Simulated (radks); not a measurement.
Effect of the nuclear size on the thallium ion Tl75+, [He] 2s2 2p2. Method: Dirac Kohn-Sham, PBE, spin-unpolarised, spherical densities, finite nucleus; open shells fill j = l - 1/2 first; Fermi nuclear charge, rms radius 5.4759 fm; computed with a radial shooting solver on a logarithmic mesh with Libxc functionals. The rms radius is varied about that value; shifts are against it.

rms radius (fm),total energy shift (eV),density at nucleus (e/bohr^3),1s1/2 shift (meV),2s1/2 shift (meV),2p1/2 shift (meV),3s1/2 (empty) shift (meV),3p1/2 (empty) shift (meV)
4.4629,-39.2,2.67e+06,-16200,-2630,-118,-762,-46.1
5.0159,-18.4,2.541e+06,-7610,-1230,-55.3,-357,-21.7
5.4759,0,2.449e+06,0.000,0.000,0.000,0.000,0.000
5.788,13.0,2.392e+06,5380,872,39.2,253,15.4
6.5273,45.5,2.273e+06,18800,3050,137,883,53.8

Slopes of the eigenvalues against <r^2> in GHz/fm^2, as finite differences over the two radii next to the reference (eigenvalue slopes, not the field-shift constants of lines): 1s1/2 377000, 2s1/2 61000, 2p1/2 2740, 3s1/2 (empty) 17700, 3p1/2 (empty) 1070.
